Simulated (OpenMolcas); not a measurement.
Computed levels of 4d7 in ions with 43 electrons, in cm-1 above 4F 9/2.

* Program: OpenMolcas
* Method: CASSCF
* Basis: ANO-RCC-VTZP
* Scalar Hamiltonian: DKH2, point nucleus
* Spin-orbit coupling: RASSI with atomic mean-field integrals over the reference wave functions, term energies averaged over their components

Active space for each ion: 7 electrons in 5 orbitals (4d).

```
  Level   Rh2+   Ag4+
 4F 7/2   2066   3460
 4F 5/2   3432   5605
 4F 3/2   4313   6947
 4P 5/2  14980  18615
 4P 3/2  15061  18349
 2G 9/2  15551  19411
 4P 1/2  16416  20866
 2G 7/2  17617  22850
2H 11/2  20600  25806
```

Problem. Estimate 4F 3/2, 4P 5/2, 4P 3/2 for Pd3+ from its neighbours Rh2+ and Ag4+.

Solution. 4F 3/2 is fine structure, which grows about as the fourth power of a screened charge, so the fourth roots are averaged: ((4313^0.25 + 6947^0.25) / 2)^4 = 5513. The calculation gives 5617, so the estimate is off by -1.9 %.
4P 5/2 is another term, which grows about linearly with the charge: (14980 + 18615) / 2 = 16798. The calculation gives 16749, so the estimate is off by +0.3 %.
4P 3/2 is another term, which grows about linearly with the charge: (15061 + 18349) / 2 = 16705. The calculation gives 16668, so the estimate is off by +0.2 %.

Mixed levels, with the weight of the term that names them: Ag4+ 4P 3/2 (72 %).

Without dynamic correlation excited terms often stand tens of per cent too high (terms of higher spin than the ground term too low), and those without a measured partner can miss by more than the paired ones. Levels of configurations with an s electron are missing; early in the row they begin among the upper levels of the d shell and mix with terms of their name (holds for Rh2+). Levels of configurations outside the active space are missing.
